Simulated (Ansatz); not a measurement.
Job for Ansatz (a first-principles code): R-PBE0/def2-TZVPP on CaTe, 2S+1 = 1, a spin state set in the input, which need not be the lowest. Elements past Kr take the def2 small-core potentials; no spin–orbit coupling.

Ansatz 0.2 input:
```yaml
crystal:
  periodic: [false, false, false]
  atoms:
    - {symbol: Ca, position_ang: [0.00000000, 0.00000000, 0.00000000]}
    - {symbol: Te, position_ang: [0.00000000, 0.00000000, 2.98300000]}
basis:
  gaussian:
    orbitals: def2-TZVPP
hamiltonian:
  xc: {name: PBE0}
relax: {f_tol: 0.002, max_steps: 120}
```

The log:

```
WARN ansatz: RAYON_NUM_THREADS=1 ignored (pool sized by the plan → 1); use --threads N
Functional definition: PBE0
integrals: 0.04 GiB planned
923 factors; integrals over basis functions are off by at most 3.6e-4 eV
mean field: 0.29 GiB planned
mean field evaluation 1: about -25722.9893 eV, gradient 2.6e1 eV
mean field evaluation 2: about -25606.9587 eV, gradient 1.2e2 eV
mean field evaluation 4: about -25726.8719 eV, gradient 7.6e0 eV
mean field evaluation 8: about -25727.1524 eV, gradient 1.9e-1 eV
mean field evaluation 16: about -25727.1526 eV, gradient 4.4e-5 eV
mean field -25727.15263157 eV, -945.4554207198 hartree, gradient 4.4e-5 eV, S^2 0.000000; 1 other end points of the search recorded, 0 dependent functions left out
the calculation of the forces begins
reference -25727.15265768 eV, -945.4554216794 hartree; 22, 22 occupied and 64, 64 virtual orbitals, 923 factors
relax step   1: F+E_penalty+E_count = -25727.15263157 eV  Δ(F+E_penalty+E_count) = +0.000e0 eV  max|allowed force component| = 2.002e0 eV/Å  Δτ_max = 0.0000 Å  (41 SCF iters, accepted)
these checks for a lower state are left out or cut short: starts, cluster_reference, orbital_swaps, neighbouring_geometries, increment
integrals: 0.04 GiB planned
923 factors; integrals over basis functions are off by at most 5.6e-4 eV
mean field: 0.29 GiB planned
mean field -25727.55083465 eV, -945.4700544131 hartree, gradient 3.2e-5 eV, S^2 0.000000; 0 other end points of the search recorded, 0 dependent functions left out
the calculation of the forces begins
reference -25727.55086133 eV, -945.4700553936 hartree; 22, 22 occupied and 64, 64 virtual orbitals, 923 factors
relax step   2: F+E_penalty+E_count = -25727.55083465 eV  Δ(F+E_penalty+E_count) = -3.982e-1 eV  max|allowed force component| = 4.001e-1 eV/Å  Δτ_max = 0.1464 Å  (33 SCF iters, accepted)
these checks for a lower state are left out or cut short: starts, cluster_reference, orbital_swaps, neighbouring_geometries, increment
integrals: 0.04 GiB planned
923 factors; integrals over basis functions are off by at most 5.6e-4 eV
mean field: 0.29 GiB planned
mean field evaluation 32: about -25727.5405 eV, gradient 2.6e-2 eV
mean field -25727.55326462 eV, -945.4701437127 hartree, gradient 1.5e-5 eV, S^2 0.000000; 0 other end points of the search recorded, 0 dependent functions left out
the calculation of the forces begins
reference -25727.55329142 eV, -945.4701446978 hartree; 22, 22 occupied and 64, 64 virtual orbitals, 923 factors
relax step   3: F+E_penalty+E_count = -25727.55326462 eV  Δ(F+E_penalty+E_count) = -2.430e-3 eV  max|allowed force component| = 3.660e-1 eV/Å  Δτ_max = 0.0366 Å  (34 SCF iters, accepted)
these checks for a lower state are left out or cut short: starts, cluster_reference, orbital_swaps, neighbouring_geometries, increment
integrals: 0.04 GiB planned
923 factors; integrals over basis functions are off by at most 5.6e-4 eV
mean field: 0.29 GiB planned
mean field -25727.55910208 eV, -945.4703582356 hartree, gradient 1.9e-5 eV, S^2 0.000000; 0 other end points of the search recorded, 0 dependent functions left out
the calculation of the forces begins
reference -25727.55912883 eV, -945.4703592186 hartree; 22, 22 occupied and 64, 64 virtual orbitals, 923 factors
relax step   4: F+E_penalty+E_count = -25727.55910208 eV  Δ(F+E_penalty+E_count) = -5.837e-3 eV  max|allowed force component| = 2.417e-2 eV/Å  Δτ_max = 0.0175 Å  (34 SCF iters, accepted)
these checks for a lower state are left out or cut short: starts, cluster_reference, orbital_swaps, neighbouring_geometries, increment
integrals: 0.04 GiB planned
923 factors; integrals over basis functions are off by at most 5.6e-4 eV
mean field: 0.29 GiB planned
mean field -25727.55912981 eV, -945.4703592547 hartree, gradient 6.3e-5 eV, S^2 0.000000; 0 other end points of the search recorded, 0 dependent functions left out
the calculation of the forces begins
reference -25727.55915656 eV, -945.4703602378 hartree; 22, 22 occupied and 64, 64 virtual orbitals, 923 factors
relax step   5: F+E_penalty+E_count = -25727.55912981 eV  Δ(F+E_penalty+E_count) = -2.773e-5 eV  max|allowed force component| = 3.316e-4 eV/Å  Δτ_max = 0.0011 Å  (23 SCF iters, accepted)
integrals: 0.04 GiB planned
923 factors; integrals over basis functions are off by at most 5.6e-4 eV
mean field: 0.29 GiB planned
mean field evaluation 64: about -25727.5591 eV, gradient 4.9e-3 eV
mean field -25727.55912981 eV, -945.4703592547 hartree, gradient 6.3e-5 eV, S^2 0.000000; 1 other end points of the search recorded, 0 dependent functions left out
the calculation of the forces begins
reference -25727.55915656 eV, -945.4703602378 hartree; 22, 22 occupied and 64, 64 virtual orbitals, 923 factors
Total energy: -25727.55915656 eV, -945.4703602378 hartree
Atom 0 at     0.000000    -0.000000     0.166645 Å, force     0.000000     0.000000     0.000332 eV/Å
Atom 1 at    -0.000000     0.000000     2.816355 Å, force    -0.000000    -0.000000    -0.000332 eV/Å
Dipole moment:     0.000000     0.000000    -2.164318 e Å
```

The calculation finished and met its thresholds.

Cost: around 15 core-seconds (rough).
